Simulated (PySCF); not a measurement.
Cd(NH2)(SiH3), SMILES [NH2][Cd][SiH3] (H5CdNSi) at its PBE0/def2-SVP optimised geometry (Å):

```
8

Cd     0.3160     0.1401     0.0000
N      2.3305     0.1401     0.0000
H      2.8063    -0.3117    -0.7777
H      2.8044    -0.1495     0.8527
Si    -2.1639     0.3074     0.0000
H     -2.6693     1.0466     1.2020
H     -2.8063    -1.0466     0.0135
H     -2.6781     1.0272    -1.2098
```

Level of theory: PBE0/def2-TZVP, def2 effective core potentials past Kr run with PySCF. The core electrons that the potentials of Cd replace are not part of the density.

Map of the electrostatic potential (hartree/e), clipped to [-0.08, 0.12] on the plane z = 0.6 Å:

```
|3333333333333333333333333333333|
|3333333333333333333333333333333|
|3333333333344444333333333333333|
|3333333333444444433333333333333|
|3333333333444444443333333333333|
|3333333334444444443333333333333|
|3333333334444444444333322233333|
|3333333344444444444332222222333|
|3333333444444455544332212222233|
|3333334455555556655321111122233|
|3333345777765678876421000112233|
|3333459999987799999521000012233|
|3334579999999999999842211112233|
|3334599999999999999979995322333|
|3334699999999999999999999643333|
|3334599999999999999999999954333|
|3334579999999999999989999964433|
|3333469999998999999845899854444|
|3333469998766799999532355544444|
|3333468965555678876432234444444|
|3333445554444556655433333444444|
|3333344444444455554433333344444|
|3333333333444444444433333344444|
|3333333333444444444443333444444|
|3333333334444444444444334444444|
|3333333334444444444444444444444|
|3333333334444444444444444444444|
|3333333344444444444444444444444|
|3333333344444444444444444444444|
|3333333444444444444444444444444|
|3333333444444444444444444444444|
```
Scale: ten equal steps from -0.079 (start of '0') to 0.120 (end of '9'), in the order '0123456789'; x runs from -5.00 to 5.00, y from -5.00 (bottom) to 5.00 (top).
